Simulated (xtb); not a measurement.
CH3F3OSi, SMILES O[Si](F)(F)CF. All values are semi-empirical tight-binding results from xtb (GFN2-xTB unless named), good for trends rather than for accurate numbers. Geometry: GFN2-xTB. This is a generated structure with no PubChem entry under its InChIKey; it may be hypothetical. One conformer was computed; it need not be the lowest.

Optimised geometry:

```xyz
9

O     -1.2467     0.4450     1.0238
Si    -0.3284    -0.2320    -0.0930
F     -0.5442    -1.7996     0.0454
F     -0.8764     0.0966    -1.5558
C      1.5217     0.1956     0.0040
F      1.6979     1.4159     0.6371
H     -1.1350     1.3388     1.3387
H      1.9900     0.2921    -0.9780
H      2.0914    -0.5321     0.5866
```
Charge 0, spin multiplicity 1.

| Quantity | Value |
|---|---|
| orbital gap | 7.71 eV |
| dipole moment | 1.58 D |
| zero-point energy | 30.2 kcal/mol |
| G − E(el) at 298.15 K (modified RRHO) | 9.7 kcal/mol |
| static polarisability (D4 model) | 58.1 bohr³ |
| solvation energy, GFN2-xTB/ALPB(water) | -5.9 kcal/mol |
| solvation energy, GFN2-xTB/ALPB(dmso) | -7.5 kcal/mol |

Task: Give the atomic charges and the Wiberg bond orders between heavy atoms. (An estimate is asked for; the answer gives what the named calculation found.)

Result: charges (e) O1 -0.41, Si2 0.69, F3 -0.24, F4 -0.24, C5 0.00, F6 -0.27, H7 0.35, H8 0.06, H9 0.06. Bond orders O1–Si2 1.28, Si2–F3 1.10, Si2–F4 1.08, Si2–C5 0.84, C5–F6 0.94.
